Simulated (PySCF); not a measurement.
An unknown is described by computed data only.

Formula: C8H13OP.

* Rotational structure: rotational constants A, B, C: 1.895, 0.875, 0.691 GHz [GFN2-xTB]
* Dipole: 1.69 D [PBE0/pcSseg-1]
* 13C NMR: chemical shifts (computed TMS as zero) by class: 223.4 (1 C), 159.9 (1 C), 128.9 (1 C), 39.8 (1 C), 35.8 (3 C), 18.7 (1 C) ppm [GIAO PBE0/pcSseg-1]
* NMR, other nuclei: isotropic shieldings of nuclei other than C and H, by class: -27 (1 O), 201 (1 P) ppm [GIAO PBE0/pcSseg-1]
* 1H NMR: chemical shifts (computed TMS as zero) by class: 6.89 (1 H), 2.55 (3 H), 1.46 (9 H) ppm [GIAO PBE0/pcSseg-1]

The electronic properties come from PySCF, for the isolated species, density fitting. Levels stand in brackets. Isolated species at its GFN2-xTB geometry, gas phase. GFN2-xTB frequencies show an imaginary mode (22i cm⁻¹), so this geometry is no minimum at that level. Each NMR value is the plain mean over a class of atoms that symmetry, rotation or inversion makes alike.

Problem. What is the compound? Reason from the data.

Solution. Numbering: `[CH3:1][c:2]1[cH:3][p:4][c:5]([C:6]([CH3:7])([CH3:8])[CH3:9])[o:10]1`. 8 carbons fall into 6 classes; from least to most shielded: substituted aromatic carbon [C5] (223.4 ppm), substituted aromatic carbon [C2] (159.9 ppm), aromatic CH carbon [C3] (128.9 ppm), benzylic-type carbon [C6] (39.8 ppm), methyl carbon [C7/C8/C9] (35.8 ppm, 3 C, up to 12.5 ppm apart in this geometry), benzylic-type carbon [C1] (18.7 ppm). Hydrogen classes from least to most shielded: 1 H on an aromatic CH carbon, C3 (6.89 ppm), 3 H on a benzylic-type carbon, C1 (2.55 ppm), 9 H on 3 methyl carbons, C7/C8/C9 (1.46 ppm, a mean of values up to 0.7 ppm apart in this geometry). The other shieldings belong to: -27 ppm, furan-type oxygen [O10]; 201 ppm, phosphorus bonded to 2 C [P4]. The optimised geometry has point group Cs and is an asymmetric top. Structure: `CC(C)(C)c1pcc(o1)C`. Computed isomers that give other values at the same levels: `CC(C)P1(=O)C=CCC=C1` (13C chemical shifts (computed TMS as zero) by class: 147.4 (2 C), 138.0 (2 C), 36.2 (1 C), 33.7 (1 C), 16.9 (2 C) ppm); `C#C[P@](=O)(C=C)CC(C)C` (13C chemical shifts (computed TMS as zero) by class: 143.1 (1 C), 140.7 (1 C), 98.1 (1 C), 88.0 (1 C), 47.4 (1 C), 26.6 (1 C), 26.5 (1 C), 26.1 (1 C) ppm); `C=CC[P@](=O)(C=C)C1CC1` (13C chemical shifts (computed TMS as zero) by class: 143.7 (1 C), 140.7 (1 C), 140.3 (1 C), 123.8 (1 C), 44.1 (1 C), 12.2 (1 C), 2.6 (1 C), 2.3 (1 C) ppm). The assignments are read from this structure; whether some other isomer fits the data as well wasn't checked.

Conformer computed: `[CH3:1][c:2]1[cH:3][p:4][c:5]([C:6]([CH3:7])([CH3:8])[CH3:9])[o:10]1`: P4–C5–C6–C7 59°.
